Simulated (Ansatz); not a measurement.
Frontier orbitals of C3F8 (`FC(F)(F)C(F)(F)C(F)(F)F`).

Total charge 0; spin multiplicity 1. The geometry is a stationary point of PBE0-D4/def2-TZVP. Basis def2-TZVPP, the Gaussian-basis code of Ansatz.

| functional | HOMO (eV) | LUMO (eV) | gap (eV) |
| --- | --- | --- | --- |
| LDA (SPW92) | -9.19 | -0.46 | 8.73 |
| PBE | -8.92 | -0.03 | 8.89 |
| r2SCAN | -9.37 | 0.34 | 9.71 |
| PBE0 | -10.81 | 1.18 | 11.99 |
| r2SCANh | -10.07 | 0.75 | 10.82 |
| r2SCAN0 | -11.12 | 1.38 | 12.50 |
| HSE06 (plane-wave form) | -10.39 | 0.79 | 11.18 |
| BHLYP | -12.74 | 2.38 | 15.12 |
| LC-ωPBE | -13.60 | 3.67 | 17.27 |
| ωB97M-V | -13.20 | 3.40 | 16.60 |

From PBE to PBE0 the HOMO moves by −1.89 eV and the LUMO by +1.21 eV, and with ωB97M-V by −4.28 and +3.43 eV, so the gap grows from 8.89 to 16.60 eV with exact exchange. A positive LUMO is unbound and depends on the basis.

LC-ωPBE has ω = 0.4 bohr⁻¹.
